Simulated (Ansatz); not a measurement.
Program: Ansatz. Geometries: PBE0-D4/def2-TZVP. ΔE: electronic, gas phase. CCSD(T)/CBS is the MP2 limit (def2-TZVPP, def2-QZVPP) plus CCSD(T) − MP2 in def2-TZVPP, frozen cores. DFT in def2-TZVPP. Each species was taken in one conformer, which may not be the lowest.

`OBCO` + `[CH3][AlH][CH]=N` → `CBCO` + `N=[CH][AlH][OH]`  (redistribution)

| level | ΔE (kJ/mol) |
| --- | --- |
| BLYP | -2.0 |
| BHLYP | -1.8 |

Q: What does CCSD(T)/CBS give? (Estimate.)

A: The calculation gave: -1.5 kJ/mol. The listed levels differ from it by -0.5, -0.3 kJ/mol.

Largest T1 diagnostic among the species: 0.013.

At CCSD(T), def2-SVP lies +23.1 kJ/mol from the extrapolated value and def2-TZVPP +1.8 kJ/mol. Leaving LDA and LC-ωPBE aside and taking each functional with its dispersion term where it has one, the values, not all of them listed here, spread over 5.9 kJ/mol, from r2SCAN-D4 to HSE06-D4. LDA lies +3.5 kJ/mol from PBE without D4.
